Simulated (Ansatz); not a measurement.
Consider the cleavage of the Si–B bond: `F[Si](F)(F)BCl` + NH₃ → `N[Si](F)(F)F` + `BCl`.

Gas-phase electronic energies from Ansatz, PBE0-D4/def2-TZVP geometries. CCSD(T)/CBS adds triple-zeta CCSD(T) − MP2 to the extrapolated MP2 energy (def2 sets, frozen cores). This one scheme is used for every species. Each species was taken in one conformer, which may not be the lowest.

```tsv
species	HF/def2-TZVPP energy (Eh)
`F[Si](F)(F)BCl`	-1072.42841
NH₃	-56.22104
`N[Si](F)(F)F`	-643.30530
`BCl`	-485.39039
```

(1) Work out ΔE.

Largest T1 diagnostic among the species: 0.013.

## Answers

(1) ΔE = (-643.30530) + (-485.39039) − (-1072.42841) − (-56.22104) = -0.04624 Eh = -121.4 kJ/mol. CCSD(T)/CBS gives -99.3 kJ/mol.

From r2SCAN to r2SCAN0 (25 % exact exchange), in def2-TZVPP and without D4, ΔE moves by −6.2 kJ/mol. At CCSD(T), def2-SVP lies +3.8 kJ/mol from the extrapolated value and def2-TZVPP −0.5 kJ/mol. In def2-TZVPP, CCSD(T) changes the Hartree–Fock value by +21.6 kJ/mol (the triples alone add +3.4 kJ/mol) and MP2 by +15.6 kJ/mol.
